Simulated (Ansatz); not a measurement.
H2Ge, charge +1, doublet, at a GFN2-xTB geometry (a state made from the parent by changing its charge; the spin is typed, not shown lowest); R2SCAN/pcseg-1 in Ansatz (a program for electronic structure).

Ansatz was given this input:
Ansatz 0.2 input:
```yaml
crystal:
  periodic: [false, false, false]
  atoms:
    - {symbol: Ge, position_ang: [0.00154695, 0.00039246, 0.05229261]}
    - {symbol: H, position_ang: [-0.07155721, -1.39870919, -0.82484686]}
    - {symbol: H, position_ang: [0.02205481, 1.38615059, -0.84851654]}
basis:
  gaussian:
    orbitals: pcseg-1.json
hamiltonian:
  xc: r2scan
total_charge: 1
magnetization: {spin_polarized: true, initial_magnetization: 1}
```
The basis file holds pcseg-1 in the JSON format of the Basis Set Exchange.

Output, abridged:

```
Functional definition: r2SCAN
445 factors; their error is unknown
mean field evaluation 1: about -56532.6566 eV, gradient 6.5e0 eV
mean field evaluation 2: about -56532.9296 eV, gradient 3.7e0 eV
mean field evaluation 4: about -56533.0762 eV, gradient 1.8e-1 eV
mean field evaluation 8: about -56533.0580 eV, gradient 2.6e-3 eV
mean field -56533.05799752 eV, -2077.5515619259 hartree, gradient 4.2e-5 eV, S^2 0.754622; 0 other end points of the search recorded, 0 dependent functions left out
reference -56533.05800733 eV, -2077.5515622865 hartree; 17, 16 occupied and 20, 21 virtual orbitals, 445 factors
Total energy: -56533.05800733 eV, -2077.5515622865 hartree
```
